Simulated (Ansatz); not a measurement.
```yaml
crystal:
  periodic: [false, false, false]
  atoms:
    - {symbol: C, position_ang: [2.049652, -1.513419, -1.328629]}
    - {symbol: C, position_ang: [0.973038, -1.310967, -0.276909]}
    - {symbol: C, position_ang: [0.349752, 0.073172, -0.334572]}
    - {symbol: C, position_ang: [-0.731719, 0.275385, 0.710020]}
    - {symbol: C, position_ang: [-1.249369, 1.698638, 0.747615]}
    - {symbol: N, position_ang: [-2.542426, 1.831146, 1.138820]}
    - {symbol: O, position_ang: [-0.559564, 2.657024, 0.471692]}
    - {symbol: H, position_ang: [1.643367, -1.389345, -2.336283]}
    - {symbol: H, position_ang: [2.856700, -0.785618, -1.208782]}
    - {symbol: H, position_ang: [2.488910, -2.511661, -1.267795]}
    - {symbol: H, position_ang: [0.192235, -2.071205, -0.399647]}
    - {symbol: H, position_ang: [1.397924, -1.473355, 0.720822]}
    - {symbol: H, position_ang: [1.115412, 0.840888, -0.195369]}
    - {symbol: H, position_ang: [-0.071912, 0.246709, -1.330958]}
    - {symbol: H, position_ang: [-0.327204, 0.062576, 1.707665]}
    - {symbol: H, position_ang: [-1.557417, -0.427715, 0.556834]}
    - {symbol: H, position_ang: [-2.919017, 2.757230, 1.242664]}
    - {symbol: H, position_ang: [-3.108364, 1.040517, 1.382811]}
basis:
  gaussian: {orbitals: def2-TZVPP}
total_charge: -1
magnetization: {spin_polarized: true, initial_magnetization: 1}
hamiltonian: {xc: {name: HF}}
correlation: {method: mp2, frozen_orbitals: {C: 9}}
```

```sh
$ ansatz run in.yaml --threads 2 --pin off --events-out ev --progress --plain --max-ram 32768MiB --backend cuda --devices 0, --max-vram 18GiB
```

It prints (some lines left out):

```
Functional definition: HF
Error: "frozen_orbitals" has no count for N
```

In this input frozen orbitals are typed for one element alone, and the program wants a count for each. The program refused the input.
